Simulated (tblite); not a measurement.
Parent: `[CH2:1]=[CH:2][P:3]([CH3:4])[CH2:5][CH3:6]` with C1–C2–P3–C4 -135°, C2–P3–C5–C6 -74°, C5H11P.

Structures optimised with GFN2-xTB, isolated species. One conformer each, not checked by frequencies here.

```tsv
coordinate of the parent	value
C1=C2	1.322 Å
C2–P3	1.827 Å
P3–C4	1.855 Å
P3–C5	1.868 Å
C5–C6	1.522 Å
C1–C2–P3	122.7°
C2–P3–C4	97.1°
C2–P3–C5	96.8°
C4–P3–C5	97.1°
P3–C5–C6	111.3°
```

**Question.** How does the shared frame change in `[CH2:1]=[CH:2][P@:3]([CH3:4])(=[S:5])[CH2:6][CH3:7]` with C1–C2–P3–C4 128°, C2–P3–C6–C7 70°, C5H11PS? Atoms pair as C1 = C1, C2 = C2, P3 = P3, C4 = C4, C5 = C6, C6 = C7 (parent first).

**Answer.** 
| parent | relative | value in the relative | change |
| --- | --- | --- | --- |
| C1=C2 | C1=C2 | 1.321 Å | -0.001 |
| C2–P3 | C2–P3 | 1.821 Å | -0.006 |
| P3–C4 | P3–C4 | 1.841 Å | -0.014 |
| P3–C5 | P3–C6 | 1.852 Å | -0.016 |
| C5–C6 | C6–C7 | 1.521 Å | -0.001 |
| C1–C2–P3 | C1–C2–P3 | 120.3° | -2.4 |
| C2–P3–C4 | C2–P3–C4 | 103.2° | +6.1 |
| C2–P3–C5 | C2–P3–C6 | 103.3° | +6.5 |
| C4–P3–C5 | C4–P3–C6 | 103.2° | +6.1 |
| P3–C5–C6 | P3–C6–C7 | 109.7° | -1.6 |

Of the parent's bonds, P3–C5 changes most (-0.016 Å). Bonds of the relative outside the shared frame: P3=S5 1.937 Å. Point group C1 → C1.

These are computed values.
